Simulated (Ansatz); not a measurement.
# Reading a saddle point

A first-order saddle point of SiH$_{4}$SF$_{2}$, closed shell, PBE0-D4/def2-TZVP, with one imaginary mode of 1010i cm⁻¹:

```
8
angstrom
Si -0.5194 0.2332 0.3882
S 1.6754 0.3804 -0.5874
F -2.0565 -0.1995 0.5902
F -0.7178 1.7783 0.1005
H 0.0278 -0.3114 1.6374
H 0.2024 -0.4152 -1.0964
H -0.7076 -0.7021 -1.0129
H 2.0956 -0.7635 -0.0194
```

Program: Ansatz 0.2.0. Basis: def2-TZVPP and def2-QZVPP. Cores are frozen in the correlated methods. Extrapolation: Hartree–Fock as exp(−7.88 √X), correlation as X^−2.97.

Q: Which contacts change along the imaginary mode, and what lies on either side? (Judge from chemistry; the calculation decides.)

A: Computed: The step is SiH₂SF₂ ([F][SiH]([F])[SH]) + H₂ → SiH₂F₂ ([F][SiH2][F]) + H₂S, with the molecules in contact on both sides. Shortening one way: Si1–H7, S2–H6; lengthening the same way: Si1–S2, H6–H7.
```csv
pair,one side (Å),saddle (Å),other side (Å)
Si1–H7,3.67,1.70,1.47
S2–H6,3.83,1.75,1.34
Si1–S2,2.11,2.41,3.44
H6–H7,0.75,0.96,3.95
```

Q: Which side is lower, and how far does the saddle lie above each? (An estimate is asked for; the value comes from the calculation.)

A: The calculation gives: The side with Si1–S2, H6–H7 short is lower by 36.3 kJ/mol; the saddle lies 238.4 kJ/mol above it and 202.1 kJ/mol above the other (CCSD(T) at an estimated basis limit (MP2 extrapolated from triple and quadruple zeta, plus CCSD(T) − MP2 in triple zeta); electronic energies).

T1 diagnostic: at most 0.013.

Labels in which every atom is bracketed show which atoms are joined, not bond orders.

For scale, one of the runs: CCSD(T)/def2-TZVPP, 202 basis functions, launched by `ansatz run in.yaml --threads 4 --pin off --events-out ev --progress --plain --max-ram 9574MiB`. Hardware: 4 CPU threads of an Arm Neoverse V2, shared host. Wall time 50 s; peak host memory 2.5 GiB.
